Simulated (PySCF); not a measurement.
C3H8BeSe.

```xyz
13

Be    -0.2777    -0.1345     0.0365
C     -1.5500    -1.0435    -0.6077
C     -1.1236    -2.4692    -1.0077
C     -2.2605    -0.3332    -1.7761
H     -2.2886    -1.1400     0.2166
H     -1.9846    -3.0622    -1.3669
H     -0.3821    -2.4556    -1.8256
H     -0.6718    -3.0225    -0.1673
H     -2.6340     0.6655    -1.4941
H     -3.1260    -0.9182    -2.1375
H     -1.5846    -0.1974    -2.6385
Se     1.2592     0.9618     0.8091
H      0.5740     1.0420     2.1063
```

The structure is a stationary point at ωB97X-D3(BJ)/def2-SVP. Other conformers were not sampled.

Computed with PySCF with PBE/pcSseg-1. Non-relativistic, no solvent.

Computed absolute GIAO shielding of each atom: isotropic value and principal components (ppm):
```csv
atom,σ(iso),σ11,σ22,σ33,span
Be1,74.1,32.8,34.3,155.2,122.4
C2,162.0,153.2,159.5,173.2,20.0
C3,159.3,143.1,153.4,181.4,38.3
C4,159.3,143.1,153.5,181.4,38.3
H5,30.8,27.3,29.7,35.3,8.0
H6,30.1,26.4,27.7,36.3,9.9
H7,30.2,26.8,28.5,35.3,8.5
H8,29.8,25.4,28.2,35.7,10.4
H9,29.8,25.4,28.2,35.7,10.4
H10,30.1,26.4,27.7,36.3,9.9
H11,30.2,26.8,28.5,35.3,8.5
Se12,2175.9,2030.1,2132.3,2365.4,335.3
H13,31.2,22.7,25.8,45.0,22.2
```
